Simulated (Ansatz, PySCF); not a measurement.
Cl$_{3}$OW (SMILES [O]=[W]([Cl])([Cl])[Cl]), doublet, at a GFN2-xTB geometry (such geometries of metal compounds can be far from the true shape) (the multiplicity is a formal guess) (core potentials on W). Base run: PySCF with PBE0/def2-SVP.

The PySCF input:
```python
from pyscf import gto, scf, dft

mol = gto.Mole()
mol.atom = '''
    W     0.28656828   -0.07038010   -0.03063510
    O     1.50254517   -0.78817977   -0.92455592
    Cl    0.34907231    0.95494835    1.85934368
    Cl   -0.89030423    1.25989863   -1.41292706
    Cl   -1.41326304   -1.53757844    0.12202132
'''
mol.basis = 'def2-svp'
mol.ecp = {'W': 'def2-svp'}
mol.spin = 1
mol.verbose = 4
mol.build()

mf = dft.UKS(mol)
mf.xc = 'pbe0'
mf.kernel()
```

The same geometry, method and basis name were run in Ansatz (an electronic-structure program) and PySCF, at each program's defaults and at the settings that a row names. The base is PySCF at its defaults. Differences at the defaults can come from grids, fitting, cores and function types together.

```csv
code and settings,ΔE vs base (mEh),basis functions,E (Eh),SCF cycles,dipole (D)
"PySCF, defaults (exact integrals, its default grid, spherical functions)",0.000,100,-1522.05971,14,1.85
"Ansatz, defaults (factorised integrals, its default grid, spherical functions)",0.001,100,-1522.05971,-,-
"PySCF, density fitting with def2-universal-jkfit",0.003,100,-1522.05971,14,1.85
"PySCF, fine grid",-0.006,100,-1522.05972,14,1.85
"Ansatz, high accuracy",-0.004,100,-1522.05971,-,-
```

Open shells are given as the SCF converged; they aren't shown to be the lowest states, and a large step between rows can be another state.
